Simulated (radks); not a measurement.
Ionisation of neutral cerium, [Xe] 4f1 5d1 6s2, to [Xe] 4f1 5d2 as the strength of local exchange is varied. Calculated with a radial shooting solver on a logarithmic mesh with Libxc functionals: scalar-relativistic Kohn-Sham, Slater X-alpha exchange (alpha = 2/3 is LDA exchange), no correlation, spin-unpolarised, spherical densities, finite nucleus; Fermi nuclear charge, rms radius 4.8771 fm.

alpha  E(Ce) (hartree)  exchange (hartree)  IE (eV)  -e of the level emptied (eV)  <r> of it (bohr)
0.572       -8819.8581           -168.4336    5.785                    2.696 (6s)             4.538
0.586       -8823.9943           -172.6343    5.803                    2.751 (6s)             4.520
0.656       -8844.7038           -193.6933    5.888                    3.032 (6s)             4.431
0.667       -8847.9624           -197.0109    5.900                    3.077 (6s)             4.417
0.813       -8891.3221           -241.2596    6.033                    3.714 (6s)             4.240
0.831       -8896.6818           -246.7426    6.045                    3.796 (6s)             4.219

NIST Atomic Spectra Database: 5.539 eV (measured). The central value is not met in this range of alpha. Spin polarisation and multiplet splitting are left out, so open shells lie too high by an amount that depends on their filling. Spin-orbit splitting is averaged out at the scalar-relativistic level.

Beside tabulated values, note that spin-unpolarised runs miss the spin-polarisation part of the exchange energy of open shells.
